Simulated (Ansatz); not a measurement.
Ansatz (a program for electronic structure) input (r2SCAN/def2-TZVPD):

Ansatz 0.2 input:
```yaml
crystal:
  periodic: [false, false, false]
  atoms:
    - {symbol: Au, position_ang: [-0.00000000, -0.00000000, -1.27682546]}
    - {symbol: Au, position_ang: [0.00000000, 0.00000000, 1.27682546]}
basis:
  gaussian:
    orbitals: def2-TZVPD
hamiltonian:
  xc: {name: r2SCAN}
output: {forces: true}
```

End of the output:

```
integrals: 0.03 GiB planned
736 factors; their error is unknown
mean field: 0.22 GiB planned
mean field evaluation 1: about -7388.8293 eV, gradient 3.3e1 eV
mean field evaluation 2: about -7382.4551 eV, gradient 6.8e1 eV
mean field evaluation 4: about -7390.6549 eV, gradient 2.0e0 eV
mean field evaluation 8: about -7390.6546 eV, gradient 1.3e-2 eV
mean field -7390.65462775 eV, -271.6015480042 hartree, gradient 1.1e-5 eV, S^2 0.000000; 0 other end points of the search recorded, 0 dependent functions left out
the calculation of the forces begins
reference -7390.65463908 eV, -271.6015484206 hartree; 19, 19 occupied and 67, 67 virtual orbitals, 736 factors
Total energy: -7390.65463908 eV, -271.6015484206 hartree
Atom 0 at    -0.000000    -0.000000    -1.276825 Å, force    -0.000000    -0.000000     0.576938 eV/Å
Atom 1 at     0.000000     0.000000     1.276825 Å, force     0.000000     0.000000    -0.576938 eV/Å
Dipole moment:     0.000000     0.000000     0.000000 e Å
```
